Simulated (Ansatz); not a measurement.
Ideal-gas functions of GeH5NSi, SMILES `[NH]1[SiH2][GeH2]1` at 400 K and 1 bar, from an Ansatz frequency run at PBE0-D4/def2-TZVP.

Molar mass 119.74 g/mol, point group Cs (symmetry number 1), electronic degeneracy 1, moments of inertia 33.54, 135.737, 156.887 u Å². Harmonic wavenumbers (cm⁻¹, unscaled): 104, 396, 458, 476, 486, 589, 654, 660, 766, 864, 907, 962, 995, 2131, 2134, 2201, 2206, 3668.

Use S(trans) = R[1.5 ln M + 2.5 ln T − 1.1517]; rotational temperatures θ = 24.2544 K / I; S(rot) = R[ln(√π/σ · √(T³/θAθBθC)) + 1.5]; for each mode x = 1.438777 ν̃/T, S = R[x/(eˣ − 1) − ln(1 − e⁻ˣ)] and H = RT x/(eˣ − 1); 1 cm⁻¹ = 0.0119627 kJ/mol; R = 8.31446 J/(mol·K).

Q: By hand: the entropy, in J/(mol·K).

A: Translation 174.6. Rotation: θ = 0.7231, 0.1787, 0.1546 K, giving 108.2. Vibration, mode by mode: 16.54, 6.04, 5.04, 4.79, 4.65, 3.47, 2.89, 2.84, 2.10, 1.59, 1.40, 1.20, 1.09, 0.03, 0.03, 0.03, 0.03, 0.00, in all 53.8. Electronic 0.0. Sum 336.6 J/(mol·K).

Q: By hand: H − E and G − E in kJ/mol, counted from the electronic energy.

A: Zero-point energy ½ × 20657 × 0.0119627 = 123.6; thermal vibration 12.9; translation, rotation and pV give 4 RT = 13.3. H − E = 149.8 kJ/mol, and G − E = 149.8 − 400 × 336.6/1000 = 15.2 kJ/mol.

Vibration gives 16 % of the entropy, 16.5 J/(mol·K) of it from the mode under 150 cm⁻¹: soft modes count most, and the harmonic formula is weakest for them.
